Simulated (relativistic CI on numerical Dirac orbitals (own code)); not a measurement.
## d4 in a ligand field

Computed with a parametric ligand-field model of a d^n configuration (Racah B and C, spin-orbit zeta, crystal field), exact diagonalisation.

Field parameters in Wybourne normalisation: Oh B⁴₀ = 21Dq, B⁴₄ = √(5/14) B⁴₀; Td as Oh with Dq negative (B⁴₀ = 21Dq, B⁴₄ = √(5/14) B⁴₀). The field is a parameter set, without covalency.

**Question.** Ground term and bands for B = 360, C = 1720, ζ = 0 cm⁻¹, Oh, 10Dq = 34500 cm⁻¹?

**Answer.** Ground term 3T1 with 0.01 electrons in the two orbitals of the cubic e set. Spin-allowed: 3E 32722 cm⁻¹ (306 nm), 3T1 33159 cm⁻¹ (302 nm), 3T2 33620 cm⁻¹ (297 nm), 3A1 34101 cm⁻¹ (293 nm). Lowest spin-forbidden: 1T2 5188 cm⁻¹ (1927 nm), 1E 5512 cm⁻¹ (1814 nm), 1A1 12499 cm⁻¹ (800 nm).

**Question.** A d4 ion in Oh symmetry has the ground term 3T1 and bands at 5E 6139 cm⁻¹ (1629 nm), 1T2 12200 cm⁻¹ (820 nm), 1E 13494 cm⁻¹ (741 nm), 3E 28147 cm⁻¹ (355 nm), 3T1 29267 cm⁻¹ (342 nm), 3T2 30339 cm⁻¹ (330 nm), 3A1 31839 cm⁻¹ (314 nm). Which parameters reproduce them?

**Answer.** B = 940, C = 4310, ζ = 0 cm⁻¹, Oh, 10Dq = 31950 cm⁻¹.

**Question.** Ground term and bands for B = 1020, C = 4800, ζ = 0 cm⁻¹, Oh, 10Dq = 12350 cm⁻¹?

**Answer.** Ground term 5E with 1.00 electrons in the two orbitals of the cubic e set. Spin-allowed: 5T2 12350 cm⁻¹ (810 nm). Lowest spin-forbidden: 3T1 14953 cm⁻¹ (669 nm), 3E 24158 cm⁻¹ (414 nm), 3T1 25582 cm⁻¹ (391 nm).

**Question.** Ground term and bands for B = 770, C = 4000, ζ = 0 cm⁻¹, Oh, 10Dq = 23850 cm⁻¹?

**Answer.** Ground term 3T1 with 0.04 electrons in the two orbitals of the cubic e set. Spin-allowed: 3E 20471 cm⁻¹ (488 nm), 3T1 21539 cm⁻¹ (464 nm), 3T2 22427 cm⁻¹ (446 nm), 3A1 23506 cm⁻¹ (425 nm). Lowest spin-forbidden: 5E 576 cm⁻¹, 1T2 10892 cm⁻¹ (918 nm), 1E 11898 cm⁻¹ (840 nm).

**Question.** Ground term and bands for B = 1000, C = 3580, ζ = 0 cm⁻¹, Td, 10Dq = -8150 cm⁻¹?

**Answer.** Ground term 5T2 with 2.00 electrons in the two orbitals of the cubic e set. Spin-allowed: 5E 8150 cm⁻¹ (1227 nm). Lowest spin-forbidden: 3T1 12345 cm⁻¹ (810 nm), 1A1 13905 cm⁻¹ (719 nm), 3T2 15861 cm⁻¹ (630 nm).
